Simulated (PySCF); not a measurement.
C3H4FNSi, SMILES N#C/C=C\[SiH2]F.

Geometry optimised at ωB97X-D3(BJ)/def2-SVP. The structure was generated by enumeration; whether it is a known compound was not checked. One conformer was computed; it need not be the lowest.

Computed with ωB97X-D3(BJ)/def2-SVP in PySCF.

Frequencies are harmonic and unscaled.

| mode | ν (cm⁻¹) | IR (km/mol) | Raman (Å⁴/amu) | depolarisation | moving atoms (share of kinetic energy) |
|---|---|---|---|---|---|
| 1 | 27 | 4.0 | 2.5 | 0.75 | F 36 %, Si 29 %, H 19 % |
| 2 | 84 | 6.2 | 2.2 | 0.57 | N 51 %, Si 16 %, F 15 %, C 13 % |
| 3 | 209 | 5.4 | 2.5 | 0.73 | F 39 %, Si 26 %, C 16 %, N 11 % |
| 4 | 251 | 1.8 | 3.7 | 0.75 | C 59 %, H 23 %, N 17 % |
| 5 | 331 | 3.5 | 4.7 | 0.70 | C 65 %, F 14 %, N 10 % |
| 6 | 443 | 0.2 | 4.1 | 0.75 | H 48 %, C 43 %, N 8 % |
| 7 | 624 | 3.7 | 3.1 | 0.15 | C 72 %, Si 12 %, H 10 % |
| 8 | 662 | 48.4 | 7.8 | 0.75 | H 54 %, C 29 %, Si 14 % |
| 9 | 734 | 11.0 | 15.9 | 0.74 | H 91 % |
| 10 | 743 | 29.4 | 6.3 | 0.26 | C 63 %, Si 18 %, H 12 % |
| 11 | 770 | 91.9 | 3.9 | 0.75 | H 61 %, C 35 % |
| 12 | 874 | 20.0 | 5.3 | 0.75 | F 48 %, H 35 %, Si 17 % |
| 13 | 927 | 270.0 | 10.8 | 0.41 | H 54 %, Si 20 %, C 11 %, F 9 % |
| 14 | 953 | 66.7 | 4.9 | 0.71 | H 58 %, C 29 %, N 11 % |
| 15 | 981 | 135.8 | 5.5 | 0.69 | H 66 %, Si 14 %, C 13 % |
| 16 | 1030 | 0.1 | 1.1 | 0.75 | H 79 %, C 21 % |
| 17 | 1177 | 6.0 | 13.8 | 0.51 | H 89 %, C 9 % |
| 18 | 1366 | 13.2 | 3.5 | 0.65 | H 64 %, C 35 % |
| 19 | 1705 | 11.5 | 65.1 | 0.21 | C 95 % |
| 20 | 2300 | 54.3 | 157.2 | 0.09 | H 98 % |
| 21 | 2305 | 107.2 | 56.1 | 0.57 | H 96 % |
| 22 | 2417 | 6.7 | 132.0 | 0.26 | C 62 %, N 38 % |
| 23 | 3195 | 0.3 | 70.1 | 0.60 | H 92 % |
| 24 | 3216 | 0.1 | 147.2 | 0.18 | H 91 %, C 9 % |
